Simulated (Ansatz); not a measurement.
CH₅BrOSi, SMILES `C[SiH](O)Br`. The species carries charge 0 and has multiplicity 1. The geometry is a stationary point of PBE0-D4/def2-TZVP. It is one conformer, not always the lowest.

```xyz
9

C    -0.791    0.788    0.442
Si    0.244   -0.364   -0.574
O     0.637   -1.747    0.208
Br    2.106    0.730   -1.149
H    -1.054    1.676   -0.138
H    -1.712    0.288    0.752
H    -0.254    1.115    1.336
H    -0.427   -0.789   -1.819
H     1.250   -1.697    0.943
```

(1) What is the dipole moment at B3LYP/def2-TZVPP? (Estimate.)

(2) And with PBE, r2SCAN, ωB97M-V? (Estimate.)

(3) Give the Mulliken charges with B3LYP, ωB97M-V, r2SCAN in def2-TZVPP. (Estimate.)

Results:

(1) The calculation gave: 1.98 D, with components (-0.97, 0.29, 1.70) D in this frame, pointing from negative to positive charge.

(2) The calculation gave: PBE 1.97 D, r2SCAN 2.03 D, ωB97M-V 2.01 D.

(3) Ansatz gave: 
```
atom  B3LYP  ωB97M-V  r2SCAN
  C1  -0.38    -0.44   -0.31
 Si2   0.59     0.52    0.61
  O3  -0.39    -0.37   -0.41
 Br4  -0.27    -0.24   -0.27
  H5   0.11     0.13    0.09
  H6   0.11     0.13    0.09
  H7   0.10     0.12    0.08
  H8  -0.07    -0.02   -0.08
  H9   0.19     0.18    0.20
```

B3LYP here is the variant with VWN-RPA as its local correlation; programs differ in this.
